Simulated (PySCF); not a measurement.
Atoms are numbered as in `[CH3:1][CH:2]([CH3:3])[S:4]([CH3:5])(=[O:6])=[O:7]`. Hydrogens are named by the atom that carries them.

Calculated, not measured (PySCF 2.14.0 with density-fitted response routines): NMR shieldings at B97-2/pcSseg-2/GIAO, structure optimised with PBE0-D3(BJ)/def2-TZVP. No relativistic terms, in vacuum, one conformer, one averaged value for each set of equivalent atoms.

Predict the 2D correlation tables (HSQC, COSY, HMBC).

## Answers



HSQC (one-bond C–H):
```csv
δH,δC
2.72 (H(C2)),58.6 (C2)
2.42 (H(C5)),38.7 (C5)
1.29 (H(C1)/H(C3)),16.9 (C1/C3)
```

COSY cross peaks (H two or three bonds apart, from the bond graph; peaks can be absent where the dihedral angle is near 90°):
```csv
δH,δH
2.72 (H(C2)),1.29 (H(C1)/H(C3))
```

HMBC (two and three bonds, from the bond graph):
```csv
δH,δC
2.72 (H(C2)),"38.7 (C5), 16.9 (C1/C3)"
2.42 (H(C5)),58.6 (C2)
1.29 (H(C1)/H(C3)),"58.6 (C2), 16.9 (C1/C3)"
```

Scale: TMS for ¹H (σ = 31.64 ppm) and ¹³C (σ = 185.38 ppm) (reference shieldings calculated alike).

Short H···H contacts in this conformer between protons four or more bonds apart (candidates for NOE cross peaks, intensity ∝ r⁻⁶): H(C3)···H(C5) 2.33 Å, H(C2)···H(C5) 2.67 Å.

Shifts are as computed. Against solution values, carbons near 30 ppm lie about +3 ppm off and those near 130 ppm about +7 ppm. Of 1309 compounds with measured shifts, 239 miss one by over three times the rms of a fit or turn the order of signals round; such compounds aren't used in these exercises.
